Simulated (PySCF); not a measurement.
# [Cu2Cl]+: from structure and modes to constants

All numbers come from PBE0/[Cl def2-TZVP, Cu def2-TZVP], no relativity, density fitting, PySCF.

The singlet minimum has C2v symmetry. Masses (u): Cl 34.96885, Cu 62.92960.

```xyz
3
charge 1 multiplicity 1, angstrom
Cl    0.0000    0.0000   -0.8989
Cu    1.8280    0.0000    0.2498
Cu   -1.8280    0.0000    0.2498
```

Harmonic wavenumbers (cm⁻¹): 54.3 (a1, ×1), 281.9 (a1, ×1), 353.5 (b2, ×1).

Question: What is the harmonic zero-point energy?

Answer: Half the sum of all 3 wavenumbers, 690/2 = 345 cm⁻¹, which is 4.1 kJ/mol (1 cm⁻¹ = 0.0119627 kJ/mol).

Question: Find the vibrational entropy and heat capacity at 298.15 K.

Answer: With u = 1.43878 ω/T, each mode gives S = R[u/(eᵘ−1) − ln(1−e⁻ᵘ)] and C = R u² eᵘ/(eᵘ−1)².
| ω (cm⁻¹) | u | S (J/(mol K)) | C (J/(mol K)) |
| --- | --- | --- | --- |
| 54.3 | 0.262 | 19.48 | 8.27 |
| 281.9 | 1.360 | 6.37 | 7.14 |
| 353.5 | 1.706 | 4.81 | 6.56 |
The sums over all modes are S = 30.7 and C = 22.0 J/(mol K); the softest mode gives 64 % of the entropy.

This need not be the most stable arrangement of these atoms.
